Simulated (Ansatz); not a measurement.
Cost and result up the ladder for Zn₂O (3 atoms). Charge 0, multiplicity 1. Geometry: PBE-D4/def2-TZVP.

```xyz
3

Zn   -0.171   -2.113   -0.588
Zn    0.019    0.240    0.066
O     0.152    1.874    0.522
```

Ansatz on 4 threads of Arm Neoverse V1 on a shared host. Times are rough, and most runs start from the orbitals of an earlier one. No level here is sound enough to serve as a yardstick. Binding counts from free atoms at the same level (Zn singlet, O triplet; other spins of the atoms weren't run), without zero-point energy or a counterpoise term.

LC-ωPBE has ω = 0.4 bohr⁻¹. Correlated methods freeze 19 core orbitals. Another isomer (triplet) lies 1.28 eV lower at PBE0-D4/def2-TZVP; other spin states weren't run for this one.

Correlated methods converge slowly with the basis.

```json
{"level": "r2SCAN-D4/def2-TZVP", "functions": "127", "binding energy per atom (eV)": "0.86", "remarks": "restricted SCF unstable in HF"}
{"level": "LDA (SPW92)/def2-TZVP", "functions": "127", "binding energy per atom (eV)": "1.33", "remarks": "restricted SCF unstable in HF"}
{"level": "LC-ωPBE/def2-TZVP", "functions": "127", "binding energy per atom (eV)": "0.70", "remarks": "restricted SCF unstable in HF"}
{"level": "PBE0-D4/def2-TZVP", "functions": "127", "binding energy per atom (eV)": "0.67", "remarks": "restricted SCF unstable in HF"}
{"level": "PBE-D4/def2-TZVP (with forces)", "functions": "127", "binding energy per atom (eV)": "0.96", "remarks": "restricted SCF unstable in HF"}
{"level": "CCSD(T)/def2-TZVPP", "functions": "159", "binding energy per atom (eV)": "0.65", "remarks": "large T1 (0.036), restricted SCF unstable"}
```

(1) Estimate how long each takes.

Answers

(1) LDA (SPW92)/def2-TZVP 0.6 s; PBE-D4/def2-TZVP (with forces) 1.2 s; LC-ωPBE/def2-TZVP 1.4 s; PBE0-D4/def2-TZVP 2 s; r2SCAN-D4/def2-TZVP 2.4 s; CCSD(T)/def2-TZVPP 29 s. On shared hardware such times vary by a factor of up to 3.
